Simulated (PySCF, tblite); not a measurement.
Isomers of [C8H13S]+ (charge +1). Calculated harmonic vibrations of the isolated species, GFN2-xTB (tblite), most abundant isotopes, no scaling. Against measured fundamentals such values can be off by several per cent, at times by over 20. One conformer each.

Electronic energies: PBE0/pcSseg-1 single points on the GFN2-xTB geometries (PySCF, gas phase).

| SMILES | electronic energy, lowest = 0 (kJ/mol) |
| --- | --- |
| C#C[C@@H]1C[C@H](C)C[S@+]1C | 163.1 |
| C=C[C+](C)/C=C\SCC | 89.6 |
| CSC1=C[CH+][C@H](C)CC1 | 0.0 |
| C#C[C@@]1(C)CC[S@+](C)C1 | 158.6 |
| C=C[C+](C)/C=C/SCC | 80.3 |

Task: How do GFN2-xTB zero-point energies change the relative energies?

Result: 
```
                     SMILES  ZPE (kJ/mol)  of it from modes above 1550 cm⁻¹  electronic (kJ/mol)  with ZPE, lowest = 0 (kJ/mol)  lowest mode (cm⁻¹)  rings
     CSC1=C[CH+][C@H](C)CC1         490.0                             234.8                  0.0                            0.0                  53      1
         C=C[C+](C)/C=C/SCC         480.0                             247.1                 80.3                           70.2                  28      0
         C=C[C+](C)/C=C\SCC         481.5                             246.7                 89.6                           81.1                  36      0
   C#C[C@@]1(C)CC[S@+](C)C1         485.7                             251.9                158.6                          154.3                  55      1
C#C[C@@H]1C[C@H](C)C[S@+]1C         486.4                             251.0                163.1                          159.6                  58      1
```

The zero-point energies span 10.0 kJ/mol, from `C=C[C+](C)/C=C/SCC` to `CSC1=C[CH+][C@H](C)CC1`. The order is unchanged.

Task: And how do the electronic energies of GFN2-xTB itself compare?

Result: `CSC1=C[CH+][C@H](C)CC1` 0.0; `C=C[C+](C)/C=C/SCC` 114.0; `C=C[C+](C)/C=C\SCC` 110.0; `C#C[C@@]1(C)CC[S@+](C)C1` 117.4; `C#C[C@@H]1C[C@H](C)C[S@+]1C` 115.0 kJ/mol, lowest = 0. Against the energies above, taken from the same isomer `CSC1=C[CH+][C@H](C)CC1`, the largest difference is 48.1 kJ/mol.

Task: What do entropy and thermal enthalpy add at 298.15 K and 1 bar (rigid rotor, harmonic oscillator, one conformer each)?

Result: 
```tsv
SMILES	point group	symmetry number	S (J/(mol K))	H − H(0) (kJ/mol)	ZPE + H − H(0) − TS (kJ/mol)
CSC1=C[CH+][C@H](C)CC1	C1	1	410.6	29.24	396.8
C=C[C+](C)/C=C\SCC	C1	1	447.7	32.89	380.9
C#C[C@@]1(C)CC[S@+](C)C1	C1	1	415.7	30.60	392.4
C#C[C@@H]1C[C@H](C)C[S@+]1C	C1	1	419.6	30.85	392.2
```

Not tabulated: `C=C[C+](C)/C=C/SCC` (point group not settled).
